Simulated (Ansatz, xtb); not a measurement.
# Ligand exchange: IBr + AgCl → ICl + AgBr

Gas-phase species: IBr, singlet; AgCl, singlet; ICl (iodine monochloride), singlet; AgBr, singlet. The partners trade Br for Cl: I–Br and Ag–Cl bonds give way to I–Cl and Ag–Br.

Shapes, held fixed at every level: PBE0-D4/def2-TZVP. Programs: Ansatz 0.2.0, xtb 6.7.1. The zero-point and thermal change to 298 K, harmonic and unscaled (PBE0-D4/def2-TZVP), is +0.1 kJ/mol.

```
                level                    kind  ΔH(298 K) (kJ/mol)  less CCSD(T)/def2-TZVPP
             GFN2-xTB          semi-empirical               -20.7                    -20.9
 r2SCAN-D4/def2-TZVPP                meta-GGA                +1.9                     +1.7
  B3LYP-D4/def2-TZVPP           global hybrid                +1.5                     +1.3
r2SCAN0-D4/def2-TZVPP           global hybrid                +1.2                     +1.0
   wB97X-V/def2-TZVPP  range-separated hybrid                +1.1                     +0.9
         MP2/def2-SVP     perturbation theory                +2.9                     +2.7
      CCSD/def2-TZVPP   coupled cluster or CI                +0.3                     +0.1
   CCSD(T)/def2-TZVPP   coupled cluster or CI                +0.2                      0.0
```

The highest level, CCSD(T)/def2-TZVPP, gives ΔH(298 K) = +0.2 kJ/mol; the levels span -20.7 to +2.9. That is about zero within the method's error. They disagree on the sign: 7 of 8 are positive. The column of differences is taken from that level and isn't an error. No measured value is set beside it here. For atoms past krypton def2 sets carry core potentials with scalar relativity. Relativity is left out for Br. Outer-core shells of Ag, Br, I are correlated, in sets that cover them unevenly.
